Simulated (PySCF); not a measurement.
C2H3BFNO2, SMILES N(B(F)OC)=C=O. Atoms are numbered in the order given.

```xyz
10

B      0.5833     0.5381     0.0000
F      1.9077     0.4107     0.0000
N     -0.2413    -0.6378     0.0000
C     -0.3329    -1.8422     0.0000
O     -0.5128    -2.9974     0.0000
O      0.0743     1.7794     0.0000
C     -1.3111     2.0667     0.0000
H     -1.5525     2.6630     0.8931
H     -1.5525     2.6630    -0.8931
H     -1.9196     1.1487     0.0000
```

Geometry: r2SCAN-D4/def2-SVP. The structure was generated by enumeration, and PubChem lists no compound with its InChIKey, so it may never have been made. The values are those of a single conformer.

The numbers are results of PySCF with PBE/def2-TZVP, not measurements.

ESP charges are fitted to the potential on shells at 1.4 to 2.0 van der Waals radii. Atomic charges (e):

```csv
atom,IAO,Mulliken,Löwdin,ESP fit
B1,0.62,[?],-1.00,0.68
F2,-0.31,[?],0.35,-0.29
N3,-0.39,-0.14,0.28,-0.42
C4,0.51,[?],-0.30,0.51
O5,-0.32,[?],0.22,-0.31
O6,-0.37,-0.19,0.39,-0.32
C7,-0.22,-0.20,-0.30,-0.20
H8,0.16,0.13,0.12,0.13
H9,0.16,0.13,0.12,0.13
H10,0.14,0.12,0.12,0.08
```

Task: Complete the blanks. (An estimate is asked for; the answer gives what the named calculation found.)

Result: 
- B1, Mulliken: 0.32
- F2, Mulliken: -0.20
- C4, Mulliken: 0.18
- O5, Mulliken: -0.16

Computed Mayer and Wiberg (Löwdin basis) orders of the bonds:
| bond | Mayer | Wiberg |
|---|---|---|
| B1–F2 | 1.25 | 2.07 |
| B1–N3 | 1.08 | 1.43 |
| N3–C4 | 2.05 | 2.32 |
| C4–O5 | 2.16 | 2.85 |
| B1–O6 | 1.38 | 1.91 |
| O6–C7 | 0.93 | 1.39 |
| C7–H8 | 0.96 | 0.93 |
| C7–H9 | 0.96 | 0.93 |
| C7–H10 | 0.96 | 0.91 |
